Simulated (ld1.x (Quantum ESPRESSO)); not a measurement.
## Lu: one change to a TM potential, before and after

| Quantity | Value |
| --- | --- |
| Element | Lu |
| Generator | ld1.x (Quantum ESPRESSO) 7.5 |
| Type | norm-conserving Troullier–Martins (Kleinman–Bylander form) |
| Functional | PBE |
| Relativity | scalar-relativistic |
| Frozen core | [Xe] |
| Valence charge | 17 |
| Reference configuration | 4f14 5d1 6s1 6p0 (charge +1) |
| Partial waves | 6s (bound): rc 3.10 bohr; 6p (bound, empty): rc 3.05 bohr; 5d (bound): rc 3.10 bohr; 4f (bound): rc 1.15 bohr |
| Local potential | all-electron potential smoothed inside 1.45 bohr (lloc = -1) |
| Core correction | Bessel-smoothed model core inside 1.15 bohr |

Change: all radii but the core radius scaled by about 0.73 (s 2.28, p 2.24, d 2.28, f 0.84 bohr); local potential all-electron potential smoothed inside 1.06 bohr (lloc = -1).

Cutoffs: the cutoffs (Ry, on a coarse ladder) from which the occupation-weighted sum of valence levels, in a spherical-Bessel basis at the reference potential, stays within 10 and 1 mRy of its value at 400 Ry; they do not see the model core or the augmentation charge, which bear on the density cutoff. Errors are all-electron minus pseudo energies relative to the spin-unpolarised reference configuration.

What does the change do?

Both files keep a bound ghost (p, s); the number of tests that count goes from 6 to 7; of the 6 tests that both files solve, the error grows in 3 and shrinks in 0 by more than 15 % and 0.3 meV (median size 15.8 → 19.0 meV). That the errors move this way runs against the usual rule that smaller radii transfer better.

| quantity | base | changed |
| --- | --- | --- |
| cutoffs, loose and tight | over 300 Ry, over 300 Ry | not determined |
| bound ghosts | s, p | s, p |
| tests counted (converged, no solver errors) | 6 of 7 | 7 of 7 |
| error for 4f14 5d1 6s2 6p0, meV [ΔE -7.37 eV] | +1.3 | -2.1 |
| error for 4f14 5d1 6s0 6p0, meV [ΔE 13.28 eV] | -20 | -17 |
| error for 4f14 5d0 6s0 6p0, meV [ΔE 33.24 eV] | -180 | -231 |
| error for 4f14 5d2 6s1 6p0, meV [ΔE -4.36 eV] | -11 | -21 |
| error for 4f13 5d0 6s0 6p0, meV [ΔE 79.95 eV] | -2228 | -2478 |
| error for 4f14 5d1 6s0 6p1, meV [ΔE 4.25 eV] | -9.4 | -9.2 |

Base: Tests not counted: 4f13 5d1 6s2 6p0 (solver errors, printed error -3286 eV). These tests converged, but a pseudo level misses the all-electron one widely, so the file describes the atom poorly there or has found another state: 4f14 5d0 6s0 6p0: empty 6p by 4.4 eV (a node warning on the way). Changed file: These tests converged, but a pseudo level misses the all-electron one widely, so the file describes the atom poorly there or has found another state: 4f13 5d1 6s2 6p0: 4f by 2.7 eV. A true bound ghost makes a file unfit for plane-wave use even where its test errors are small: the radial tests pick states by their node count and pass the ghost by. Where a test does run into it, the solver fails or the error is huge.
